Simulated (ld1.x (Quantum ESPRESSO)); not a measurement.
# Before and after: TM potential for nitrogen (N)

nitrogen (N), norm-conserving Troullier–Martins (Kleinman–Bylander form), made with ld1.x (Quantum ESPRESSO) 7.5 (PBE, scalar-relativistic). Core [He], reference 2s2 2p1.5 (charge +1.5). Waves: 2s (bound): rc 0.85 bohr; 2p (bound): rc 2.30 bohr; 3d channel at 0.3 Ry: rc 1.80 bohr. Local part: all-electron potential smoothed inside 1.30 bohr (lloc = -1). Core correction: none.

All-electron outer shells of the reference configuration (PBE, scalar-relativistic, ld1.x):

```tsv
shell	level (eV)	outermost node (bohr)	outermost maximum (bohr)
2s	-40.50	0.32	0.97
2p	-28.73	–	0.89
```

Change: reference 2s2 2p3.

Cutoffs: the cutoffs (Ry, on a coarse ladder) from which the occupation-weighted sum of valence levels, in a spherical-Bessel basis at the reference potential, stays within 10 and 1 mRy of its value at 400 Ry; they do not see the model core or the augmentation charge, which bear on the density cutoff. Errors are all-electron minus pseudo energies relative to the spin-unpolarised reference configuration.

Task: What does the change do?

Result: The potential gets neither clearly harder nor softer (55 Ry and 140 Ry → 55 Ry and 140 Ry); the range in which the p phases agree widens (upper end -0.3 → 1.2); neither file shows a bound ghost.

| quantity | base | changed |
| --- | --- | --- |
| cutoff, loose | 55 Ry | 55 Ry |
| cutoff, tight | 140 Ry | 140 Ry |
| loose cutoff by channel (10 mRy a level) | s 50 Ry, p 25 Ry | s 45 Ry, p 25 Ry |
| bound ghosts | none | none |
| largest error over its own tests, meV | +2213 | +4148 |
| s: phases at 2.48 bohr within 0.05 rad from the reference energy up to (Ry; the scan ends near 5) | to the end of the scan | to the end of the scan |
| p: phases at 2.48 bohr within 0.05 rad from the reference energy up to (Ry; the scan ends near 5) | -0.3 | 1.2 |
| d: phases at 2.48 bohr within 0.05 rad from the reference energy up to (Ry; the scan ends near 5) | 4.6 | to the end of the scan |
